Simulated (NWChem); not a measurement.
Species: Si2H4OClF; SMILES [SiH2](F)O[SiH2]Cl

Results from NWChem. All runs use the structure optimised with B3LYP/6-31G* (spherical d). Level: B3LYP/def2-SVP with SMD, gas-phase geometry; reactions with the solvents are ignored. One conformer.

```json
[
 {"SMD term (kcal/mol)": "distortion of the solute's density", "water": "0.21", "dichloromethane": "0.16"},
 {"SMD term (kcal/mol)": "polarisation", "water": "-2.24", "dichloromethane": "-1.91"},
 {"SMD term (kcal/mol)": "cavity, dispersion and structure", "water": "3.32", "dichloromethane": "-1.11"}
]
```

Sum the solvation free energies, find the transfer free energy from water to dichloromethane and the partition coefficient at 298.15 K.


1. ΔG(solv, water) = 1.29 kcal/mol and ΔG(solv, dichloromethane) = -2.86 kcal/mol (1 M gas to 1 M solution).
2. Transfer: -2.86 − (1.29) = -4.15 kcal/mol.
3. log₁₀ K(dichloromethane/water) = −ΔG/(RT ln 10) = 4.15/1.364 = 3.0, so the model puts more of the solute in dichloromethane.
4. Of the transfer energy, 0.28 kcal/mol is electrostatic and -4.43 comes from the non-electrostatic term. The two phases are taken as the pure solvents.
